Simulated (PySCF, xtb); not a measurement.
W(O)(NH)(F)(Br) (BrFHNOW), SMILES [F][W](=[O])([Br])=[NH], multiplicity 1.

GFN2-xTB (xtb 6.7.1) at its own geometry gives an orbital gap of 2.31 eV and a dipole moment of 3.27 D.

Geometry optimised at B3LYP-D3(BJ)/def2-SVP. The spin state was assumed, not searched. The structure was generated by enumeration; whether it is a known compound was not checked. The def2 effective core potentials stand for the cores of W; spin–orbit coupling is left out.

Question: What does B3LYP/def2-TZVP (PySCF) give? (The exact figures need the calculation; the answer reports its results.)

Answer: gap 5.51 eV (levels -8.40 and -2.89 eV), dipole 1.57 D.
